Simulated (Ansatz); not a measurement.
Abridged output of a molecular run in Ansatz:

```
Functional definition: HF
990 factors; integrals over basis functions are off by at most 1.2e-3 eV
mean field evaluation 1: about -8992.6190 eV, gradient 3.8e1 eV
mean field evaluation 2: about -8992.7897 eV, gradient 3.8e1 eV
mean field evaluation 4: about -8996.1461 eV, gradient 5.0e0 eV
mean field evaluation 8: about -8996.2278 eV, gradient 5.3e-1 eV
mean field -8996.22963004 eV, -330.6053410405 hartree, gradient 1.7e-6 eV, S^2 0.000000; 0 other end points of the search recorded, 0 dependent functions left out
6 core orbitals not correlated: weight in the atoms' cores, before any rotation towards them, 1.000 or more for the frozen orbitals, at most 0.000 for the correlated occupied ones
reference -8996.22963004 eV, -330.6053410405 hartree; 16, 16 occupied and 77, 77 virtual orbitals, 990 factors
second order -23.59363429 eV of doubles, -0.00000000 eV of singles
cycle   1  -23.49217728 eV  change    1.0e-1 eV  update   1.3e-1
cycle   2  -24.17152578 eV  change   -6.8e-1 eV  update   4.3e-2
cycle   3  -24.36647864 eV  change   -1.9e-1 eV  update   2.2e-2
cycle   4  -24.35751375 eV  change    9.0e-3 eV  update   5.8e-3
cycle   5  -24.35306856 eV  change    4.4e-3 eV  update   2.6e-3
cycle   6  -24.35450410 eV  change   -1.4e-3 eV  update   9.0e-4
cycle   7  -24.35396530 eV  change    5.4e-4 eV  update   3.6e-4
cycle   8  -24.35374063 eV  change    2.2e-4 eV  update   1.3e-4
cycle   9  -24.35379619 eV  change   -5.6e-5 eV  update   5.5e-5
cycle  10  -24.35380338 eV  change   -7.2e-6 eV  update   2.1e-5
perturbative correction -0.81442388 eV, -0.0299295255 hartree
Total energy: -9021.39785730 eV, -331.5302563325 hartree
```

Its atoms:

Cartesian coordinates in Å:
```
F 1.0763 -0.6960 1.4297
C 0.0632 0.2267 1.5671
N -0.5889 0.5887 0.3660
C -0.3400 0.1637 -0.7646
B -0.2228 -0.1977 -2.1899
O 0.6238 -0.7906 -1.3155
H -0.6809 -0.1950 2.2501
H 0.4932 1.1297 2.0118
H -0.4240 -0.2295 -3.3547
```

Problem. Which basis set was used?
A. def2-QZVPP
B. def2-SVP
C. cc-pV(T+d)Z
D. def2-TZVPPD

Solution. B. It gives 99 functions.

Problem. Write the keys of the input that set method, charge and spin (a neutral closed shell needs none for the last two).

Solution. 
```yaml
correlation: {method: ccsd_t}
```
